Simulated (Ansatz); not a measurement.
Spin states of HIrO (SMILES [OH][Ir]), each relaxed at B3LYP-D3(BJ)/def2-TZVP; lowest solutions found, singlets restricted, no spin–orbit coupling, no relativity up to Kr.
Multiplicity 3 (charge 0, multiplicity 3):
```xyz
3

Ir    -0.939    -0.648    -0.816
O      0.462    -0.134     0.313
H      0.444     0.829     0.433
```
Multiplicity 1 (charge 0, multiplicity 1):
```
atom    x (Å)    y (Å)    z (Å)
----  -------  -------  -------
Ir    -0.9189  -0.6367  -0.7988
O      0.4485  -0.1415   0.3017
H      0.4372   0.8256   0.4269
```

Codes used: Ansatz (Gaussian orbitals). Values without a source in brackets are computed. In def2 rows elements past Kr take small-core potentials, without spin–orbit coupling.

The energy of multiplicity 1 less that of multiplicity 3 (kcal/mol) and the share of exact exchange:

```
functional          exact exchange (%)  value
------------------  ------------------  -----
PBE/def2-TZVPP                       0  20.75
PBE0/def2-TZVPP                     25  25.41
BLYP/def2-TZVPP                      0  20.17
B3LYP/def2-TZVPP                    20  23.25
BHLYP/def2-TZVPP                    50  28.59
r2SCAN/def2-TZVPP                    0  29.24
r2SCANh/def2-TZVPP                  10  30.54
```

Problem. Take the value as linear in the share of exact exchange along PBE and PBE0. Give the slope, say whether the sign turns, and set the other functionals against that line.

Solution. 
Slope: (25.41 − (20.75))/2.5 = 1.86 kcal/mol for each 10 %. The line keeps its sign from 0 to 100 %. At 50 % it gives 30.1 kcal/mol. The LYP pair gives (28.59 − (20.17))/5 = 1.68 for each 10 %. BHLYP, at 50 %, lies -1.5 from the PBE line. B3LYP, at 20 %, lies -1.2 from the PBE line. r2SCAN, with none, stands 8.5 from PBE. The r2SCAN pair gives 1.30 for 10 %.

Ansatz is a program for electronic structure.
